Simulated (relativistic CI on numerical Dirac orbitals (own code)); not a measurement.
## Ni³⁺ (3d7) in a crystal field

Calculated by Dirac-Coulomb-Breit CI, orbitals from a KLI potential per configuration, model QED, valence Slater integrals scaled by 0.9, one configuration in a parametric crystal field (own radial code). With so little scaling, terms lie 10 to 35 % too far apart, which can change the order of excited levels.

Field parameters in Wybourne normalisation: D4h B²₀ = −7Ds, B⁴₀ = 21(Dq − Dt), B⁴₄ = 21√(5/14) Dq. The field is a parameter set, without covalency.

S and J are read from ⟨S²⟩ = S(S + 1) and ⟨J²⟩ = J(J + 1) of each level; they are not fictitious spins.

D4h, 10Dq = 21550, Ds = -1500, Dt = 290 cm⁻¹, the lowest 16 levels:

```
E (cm⁻¹)  Degeneracy  Irrep     S     J
     0.0           2     Γ6  1.50  4.02
     370           2     Γ6  1.50  3.70
     587           2     Γ7  1.46  3.36
     943           2     Γ7  1.48  3.02
    4127           2     Γ7  0.61  3.98
    5385           2     Γ6  1.43  3.52
    5632           2     Γ7  1.50  3.44
    8255           2     Γ6  0.63  3.97
   18274           2     Γ6  1.46  3.57
   18430           2     Γ7  1.49  3.46
   20458           2     Γ7  1.19  3.88
   20583           2     Γ6  1.46  3.59
   20661           2     Γ6  1.49  3.55
   20865           2     Γ7  0.91  4.15
   20912           2     Γ7  1.45  3.31
   20988           2     Γ6  0.57  4.59
```

Principal g values of the ground doublet: 0.91, 0.91, 8.81.

D4h, 10Dq = 21550, Ds = -1090, Dt = 290 cm⁻¹, the lowest 10 levels:

```json
{"E (cm⁻¹)": "0.0", "Degeneracy": "2", "Irrep": "Γ6", "S": "1.50", "J": "4.03"}
{"E (cm⁻¹)": "368", "Degeneracy": "2", "Irrep": "Γ6", "S": "1.50", "J": "3.71"}
{"E (cm⁻¹)": "600", "Degeneracy": "2", "Irrep": "Γ7", "S": "1.47", "J": "3.39"}
{"E (cm⁻¹)": "951", "Degeneracy": "2", "Irrep": "Γ7", "S": "1.48", "J": "3.02"}
{"E (cm⁻¹)": "4420", "Degeneracy": "2", "Irrep": "Γ6", "S": "1.43", "J": "3.49"}
{"E (cm⁻¹)": "4496", "Degeneracy": "2", "Irrep": "Γ7", "S": "0.66", "J": "3.98"}
{"E (cm⁻¹)": "4691", "Degeneracy": "2", "Irrep": "Γ7", "S": "1.46", "J": "3.43"}
{"E (cm⁻¹)": "7180", "Degeneracy": "2", "Irrep": "Γ6", "S": "0.64", "J": "3.96"}
{"E (cm⁻¹)": "17932", "Degeneracy": "2", "Irrep": "Γ6", "S": "1.46", "J": "3.55"}
{"E (cm⁻¹)": "18077", "Degeneracy": "2", "Irrep": "Γ7", "S": "1.49", "J": "3.46"}
```

Principal g values of the ground doublet: 1.08, 1.08, 8.68.

D4h, 10Dq = 21550, Ds = -680, Dt = 290 cm⁻¹, the lowest 16 levels:

```
E (cm⁻¹)  Degeneracy  Irrep     S     J
     0.0           2     Γ6  1.50  4.04
     368           2     Γ6  1.50  3.73
     607           2     Γ7  1.48  3.43
     962           2     Γ7  1.48  3.02
    3439           2     Γ6  1.42  3.45
    3709           2     Γ7  1.50  3.37
    4901           2     Γ7  0.58  4.00
    6110           2     Γ6  0.66  3.95
   17592           2     Γ6  1.47  3.54
   17731           2     Γ7  1.49  3.45
   19996           2     Γ7  1.38  3.59
   20012           2     Γ6  1.44  3.61
   20114           2     Γ6  1.49  3.58
   20380           2     Γ7  1.47  3.27
   21133           2     Γ7  0.60  4.49
   21319           2     Γ6  0.54  4.62
```

Principal g values of the ground doublet: 1.34, 1.34, 8.47.

D4h, 10Dq = 21550, Ds = -270, Dt = 290 cm⁻¹, the lowest 16 levels:

| E (cm⁻¹) | Degeneracy | Irrep | S | J |
| --- | --- | --- | --- | --- |
| 0.0 | 2 | Γ6 | 1.49 | 4.07 |
| 370 | 2 | Γ6 | 1.50 | 3.76 |
| 607 | 2 | Γ7 | 1.48 | 3.50 |
| 979 | 2 | Γ7 | 1.48 | 3.03 |
| 2461 | 2 | Γ6 | 1.41 | 3.39 |
| 2746 | 2 | Γ7 | 1.50 | 3.29 |
| 5055 | 2 | Γ6 | 0.68 | 3.93 |
| 5306 | 2 | Γ7 | 0.56 | 4.01 |
| 17263 | 2 | Γ6 | 1.47 | 3.54 |
| 17399 | 2 | Γ7 | 1.49 | 3.45 |
| 19660 | 2 | Γ7 | 1.38 | 3.59 |
| 19667 | 2 | Γ6 | 1.43 | 3.62 |
| 19790 | 2 | Γ6 | 1.49 | 3.58 |
| 20063 | 2 | Γ7 | 1.48 | 3.28 |
| 21194 | 2 | Γ7 | 0.62 | 4.51 |
| 21457 | 2 | Γ6 | 0.53 | 4.63 |

Principal g values of the ground doublet: 1.78, 1.78, 8.06.

D4h, 10Dq = 21550, Ds = 140, Dt = 290 cm⁻¹, the lowest 16 levels:

| E (cm⁻¹) | Degeneracy | Irrep | S | J |
| --- | --- | --- | --- | --- |
| 0.0 | 2 | Γ6 | 1.49 | 4.14 |
| 380 | 2 | Γ6 | 1.50 | 3.81 |
| 584 | 2 | Γ7 | 1.49 | 3.64 |
| 1017 | 2 | Γ7 | 1.48 | 3.05 |
| 1538 | 2 | Γ6 | 1.39 | 3.27 |
| 1851 | 2 | Γ7 | 1.50 | 3.12 |
| 4039 | 2 | Γ6 | 0.70 | 3.90 |
| 5745 | 2 | Γ7 | 0.55 | 4.02 |
| 16964 | 2 | Γ6 | 1.47 | 3.53 |
| 17100 | 2 | Γ7 | 1.49 | 3.44 |
| 19278 | 2 | Γ7 | 1.35 | 3.61 |
| 19292 | 2 | Γ6 | 1.41 | 3.63 |
| 19445 | 2 | Γ6 | 1.49 | 3.59 |
| 19723 | 2 | Γ7 | 1.48 | 3.28 |
| 21018 | 2 | Γ7 | 0.72 | 4.33 |
| 21462 | 2 | Γ6 | 0.61 | 4.32 |

Principal g values of the ground doublet: 2.64, 2.64, 7.05.

The free-ion ground term has S = 3/2. Every field shown keeps that spin.

Levels of this model without a field, named by their leading LS term: 4F_9/2 0, 4F_7/2 1156, 4F_5/2 1991, 4F_3/2 2559, 2G_9/2 19968, 4P_5/2 20021, 4P_3/2 20327, 4P_1/2 20853 cm⁻¹.
